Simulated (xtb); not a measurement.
CH8O2Si2, SMILES [Si](O)(C)([SiH3])O. All values are semi-empirical tight-binding results from xtb (GFN2-xTB unless named), good for trends rather than for accurate numbers. Geometry optimised at GFN2-xTB. This is a generated structure with no PubChem entry under its InChIKey; it may be hypothetical. The values are those of a single conformer.

Computed properties:
| Property | Result |
|---|---|
| orbital gap | 4.56 eV |
| dipole moment | 2.16 D |
| zero-point energy | 55.1 kcal/mol |
| G − E(el) at 298.15 K (modified RRHO) | 33.7 kcal/mol |
| static polarisability (D4 model) | 82.1 bohr³ |
| solvation energy, GFN2-xTB/ALPB(water) | -7.4 kcal/mol |
| solvation energy, GFN2-xTB/ALPB(chcl3) | -4.4 kcal/mol |
